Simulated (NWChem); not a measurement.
Program: NWChem. System: H₂INSi, charge 0, spin multiplicity 1, at a geometry optimised with B3LYP/def2-SVP with def2 effective core potentials on I. The structure started from a generated list of species. Level: G0W0@PBE0/def2-SVPD with def2 effective core potentials on I, RI basis def2-svpd-rifit, no spin-orbit coupling.

NWChem printed:

```
             Northwest Computational Chemistry Package (NWChem) 7.3.0
             --------------------------------------------------------

                                NWChem Input Module
                                -------------------

 Scaling coordinates for geometry "geometry" by  1.889725989
 (inverse scale =  0.529177249)

 Turning off AUTOSYM since
 SYMMETRY directive was detected!

                             Geometry "geometry" -> ""
                             -------------------------

 Output coordinates in angstroms (scale by  1.889725989 to convert to a.u.)

  No.       Tag          Charge          X              Y              Z
 ---- ---------------- ---------- -------------- -------------- --------------
    1 Si                  14.0000     1.17640500     1.30731500     0.00000000
    2 I                   53.0000    -0.75036900    -0.36579900     0.00000000
    3 N                    7.0000     2.48748200     0.19580300     0.00000000
    4 H                    1.0000     2.43937700    -0.82161300     0.00000000
    5 H                    1.0000     3.44815700     0.53592100     0.00000000

 Effective nuclear repulsion energy (a.u.)     272.6848221674

            Nuclear Dipole moment (a.u.)
            ----------------------------
        X                 Y               Z
 ---------------- ---------------- ----------------
     0.0000396842    -0.0000151178     0.0000000000

      Symmetry information
      --------------------

 Group name             Cs
 Group number              2
 Group order               2
 No. of unique centers     5

      Symmetry unique atoms

     1    2    3    4    5


 Summary of "ao basis" -> "" (spherical)
 ------------------------------------------------------------------------------
       Tag                 Description            Shells   Functions and Types
 ---------------- ------------------------------  ------  ---------------------
 *                         def2-svpd                  on all atoms

 Summary of "ri basis" -> "" (spherical)
 ------------------------------------------------------------------------------
       Tag                 Description            Shells   Functions and Types
 ---------------- ------------------------------  ------  ---------------------
 *                      def2-svpd-rifit               on all atoms

                                 NWChem DFT Module
                                 -----------------

 Summary of "ao basis" -> "ao basis" (spherical)
 ------------------------------------------------------------------------------
       Tag                 Description            Shells   Functions and Types
 ---------------- ------------------------------  ------  ---------------------
 Si                        def2-svpd                10       24   5s3p2d
 I                         def2-svpd                13       35   5s5p3d
 N                         def2-svpd                 8       20   4s2p2d
 H                         def2-svpd                 4        8   2s2p

 Summary of "ao basis" -> "ao basis" (spherical)
 ------------------------------------------------------------------------------
       Tag                 Description            Shells   Functions and Types
 ---------------- ------------------------------  ------  ---------------------
 Si                        def2-svpd                10       24   5s3p2d
 I                         def2-svpd                13       35   5s5p3d
 N                         def2-svpd                 8       20   4s2p2d
 H                         def2-svpd                 4        8   2s2p

      Symmetry analysis of basis
      --------------------------

        a'         67
        a"         28

            General Information
            -------------------
          SCF calculation type: DFT
          Wavefunction type:  closed shell.
          No. of atoms     :     5
          No. of electrons :    48
           Alpha electrons :    24
            Beta electrons :    24
          Charge           :     0
          Spin multiplicity:     1
          Use of symmetry is: on ; symmetry adaption is: on
          Maximum number of iterations: 100
          This is a Direct SCF calculation.
[...]
     3     -0.224171  1 Si s                 33     -0.205858  2 I  px
    13     -0.191245  1 Si py                37     -0.184725  2 I  py
    30     -0.167444  2 I  px                40     -0.167220  2 I  py
    10     -0.160297  1 Si py                 2     -0.123093  1 Si s

 Vector   23  Occ=2.000000D+00  E=-2.755649D-01  Symmetry=a"
              MO Center= -4.1D-01, -2.5D-01,  3.3D-15, r^2= 2.9D+00
   Bfn.  Coefficient  Atom+Function         Bfn.  Coefficient  Atom+Function
  ----- ------------  ---------------      ----- ------------  ---------------
    38      0.573821  2 I  pz                41      0.497797  2 I  pz
    35     -0.232642  2 I  pz                32     -0.188928  2 I  pz
    66      0.185727  3 N  pz                69     -0.142363  3 N  pz
    14      0.044757  1 Si pz                18      0.044195  1 Si d  1
    11      0.030891  1 Si pz                23      0.027281  1 Si d  1

 Vector   24  Occ=2.000000D+00  E=-2.559855D-01  Symmetry=a'
              MO Center=  2.9D-01,  6.3D-01,  7.7D-15, r^2= 4.4D+00
   Bfn.  Coefficient  Atom+Function         Bfn.  Coefficient  Atom+Function
  ----- ------------  ---------------      ----- ------------  ---------------
    37      0.458232  2 I  py                40      0.408191  2 I  py
     3     -0.359661  1 Si s                 13     -0.239407  1 Si py
     4     -0.233825  1 Si s                 10     -0.226974  1 Si py
     2     -0.210413  1 Si s                 34     -0.184552  2 I  py
    31     -0.149807  2 I  py                63     -0.127762  3 N  s

 Vector   25  Occ=0.000000D+00  E=-7.354458D-02  Symmetry=a"
              MO Center=  1.1D+00,  1.2D+00,  3.0D-14, r^2= 3.5D+00
   Bfn.  Coefficient  Atom+Function         Bfn.  Coefficient  Atom+Function
  ----- ------------  ---------------      ----- ------------  ---------------
    14      0.645357  1 Si pz                11      0.390385  1 Si pz
    66      0.241814  3 N  pz                69     -0.213516  3 N  pz
     8     -0.201457  1 Si pz                41     -0.186615  2 I  pz
    38     -0.171381  2 I  pz                21      0.089709  1 Si d -1
    56      0.067818  2 I  d -1              35      0.066711  2 I  pz

 Vector   26  Occ=0.000000D+00  E=-2.859669D-02  Symmetry=a'
              MO Center=  7.4D-01,  7.5D-01, -2.6D-15, r^2= 6.7D+00
   Bfn.  Coefficient  Atom+Function         Bfn.  Coefficient  Atom+Function
  ----- ------------  ---------------      ----- ------------  ---------------
     4      0.733277  1 Si s                 63     -0.680836  3 N  s
     5     -0.663519  1 Si s                 89      0.416020  5 H  s
    12     -0.399214  1 Si px                13     -0.356842  1 Si py
    29      0.305736  2 I  s                  9     -0.297025  1 Si px
    40     -0.250961  2 I  py                27     -0.237761  2 I  s

 Vector   27  Occ=0.000000D+00  E= 8.996211D-03  Symmetry=a'
              MO Center=  1.9D+00, -1.5D-02, -5.7D-14, r^2= 9.4D+00
   Bfn.  Coefficient  Atom+Function         Bfn.  Coefficient  Atom+Function
  ----- ------------  ---------------      ----- ------------  ---------------
    63      3.879138  3 N  s                  4     -1.602487  1 Si s
    89     -1.544677  5 H  s                 81     -1.288884  4 H  s
     5      1.074187  1 Si s                 93      0.711713  5 H  px
    86     -0.488161  4 H  py                43     -0.383981  2 I  py
    28     -0.370617  2 I  s                 61     -0.282320  3 N  s

 center of mass
 --------------
 x =  -0.23822750 y =  -0.08173296 z =   0.00000000

 moments of inertia (a.u.)
 ------------------
         235.625844448124        -298.504367398815           0.000000000000
        -298.504367398815         757.346886280252           0.000000000000
           0.000000000000           0.000000000000         992.972730728376

     Multipole analysis of the density
     ---------------------------------

     L   x y z        total         alpha         beta         nuclear
     -   - - -        -----         -----         ----         -------
     0   0 0 0     -0.000000    -24.000000    -24.000000     48.000000

     1   1 0 0      1.217247    -19.243281    -19.243281     39.703810
     1   0 1 0     -0.037574     -9.696418     -9.696418     19.355261
     1   0 0 1     -0.000000     -0.000000     -0.000000      0.000000

     2   2 0 0    -27.925370   -182.882342   -182.882342    337.839314
     2   1 1 0      0.272194    -56.369324    -56.369324    113.010842
     2   1 0 1     -0.000000     -0.000000     -0.000000      0.000000
     2   0 2 0    -35.196634    -68.491106    -68.491106    101.785577
     2   0 1 1      0.000000      0.000000      0.000000      0.000000
     2   0 0 2    -35.447657    -17.723829    -17.723829      0.000000

 Task  times  cpu:       14.6s     wall:       14.6s

                                NWChem Input Module
                                -------------------

                                 NWChem GW Module
                                 ----------------

                             ***********************
                             ***        GW       ***
                             ***********************

 Summary of "ri basis" -> "ri basis" (spherical)
 ------------------------------------------------------------------------------
       Tag                 Description            Shells   Functions and Types
 ---------------- ------------------------------  ------  ---------------------
 Si                     def2-svpd-rifit             24       78   9s6p6d3f
 I                      def2-svpd-rifit             34      130   10s9p8d5f2g
 N                      def2-svpd-rifit             20       64   7s6p5d2f
 H                      def2-svpd-rifit              9       23   4s3p2d

                 Memory Information
                 ------------------
          Available GA per process is          1699.9 MBs
          Available stack per process is        700.0 MBs
          Available heap per process is           0.0 MBs

          Peak memory in Initialization
              Peak GA per process is                  6.8 MBs
              Peak stack per process is               0.1 MBs
              Peak heap per process is                7.1 MBs
              Memory not in MA per process            0.0 MBs

          Peak memory in AFF Calculation
              Peak GA per process is                 32.2 MBs
              Peak stack per process is              22.2 MBs
              Peak heap per process is                0.0 MBs
              Memory not in MA per process           22.2 MBs

          Computing 2-center integrals
          Computing Inverse Cholesky factor
          Computing 3-center integrals
          Computing V_xc ...

          Computing Sigma_x
          Computing RPA polarizability
          Solving quasiparticle equations

                  Alpha Orbitals
          State     Energy (eV)     Error (eV)
          -----------------------------------
@GW        21        -10.613           0.003
@GW        22         -9.095           0.003
@GW        23         -8.822           0.003
@GW        24         -8.416           0.003
@GW        25          0.156           0.005
@GW        26          1.322           0.004

   Applying  -1.4498 eV scissor-shift to rest of particle states

   Applying   2.1574 eV scissor-shift to rest of hole states

     GW Timing Statistics
   ------------------------
   Init.   :          0.1s
     ERIs  :          1.0s
     Distr.:          0.0s
     Vxc   :          1.8s
   Sigma_x :          0.0s
   RPA     :          2.1s
   Wmn     :          0.1s
   Sigma_c :          0.0s
   GW total:          5.2s

 Task  times  cpu:        5.2s     wall:        5.2s

 Total times  cpu:       19.8s     wall:       19.8s
```

Write an NWChem input that would produce this output.

One answer among several that fit: 
```
start mol
memory heap 200 mb stack 700 mb global 1700 mb
geometry units angstroms nocenter noautoz
  Si     1.176405     1.307315     0.000000
  I     -0.750369    -0.365799     0.000000
  N      2.487482     0.195803     0.000000
  H      2.439377    -0.821613     0.000000
  H      3.448157     0.535921     0.000000
  symmetry group Cs
end
basis spherical
  * library def2-svpd
end
ecp
  I library def2-ecp
end
basis "ri basis" bse spherical
  * library def2-svpd-rifit
end
dft
  xc pbe0
  iterations 100
  direct
  tolerances tight
end
task dft energy
gw
  states alpha occ 4 vir 2
end
task dft gw
```
